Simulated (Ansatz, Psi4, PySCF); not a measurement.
Cl₄Sn (SMILES [Cl][Sn]([Cl])([Cl])[Cl]), singlet, geometry from GFN2-xTB (such geometries of metal compounds can be far from the true shape) (all electrons, no relativity). Base run: BHANDHLYP/STO-3G (PySCF).

PySCF was given this input:
```python
from pyscf import gto, scf, dft

mol = gto.M(
    atom='''
Cl   -1.800326   -0.844165   -1.188518
Sn    0.000000    0.000000   -0.000000
Cl   -0.316765    2.263579    0.377138
Cl    1.945281   -0.315132   -1.217759
Cl    0.171811   -1.104282    2.029139
''',
    basis='sto-3g',
    charge=0,
    spin=0,
    verbose=4,
)

mf = dft.RKS(mol)
mf.xc = 'bhandhlyp'
mf.kernel()
```

The same geometry, method and basis name were run in Ansatz (a quantum-chemistry and plane-wave program) and Psi4 and PySCF, at each program's defaults and at the settings that a row names. The base is PySCF at its defaults. Differences at the defaults can come from grids, fitting, cores and function types together.

```tsv
code and settings	ΔE vs base (µEh)	basis functions	E (Eh)	SCF cycles
PySCF, defaults (exact integrals, its default grid, spherical functions)	0.0	63	-7786.61977	7
Ansatz, defaults (factorised integrals, its default grid, spherical functions)	12.5	63	-7786.61976	-
PySCF, fine grid	-4.5	63	-7786.61978	7
Psi4, exact integrals, spherical functions, fine grid	2.5	63	-7786.61977	7
Ansatz, high accuracy	-4.9	63	-7786.61978	-
```
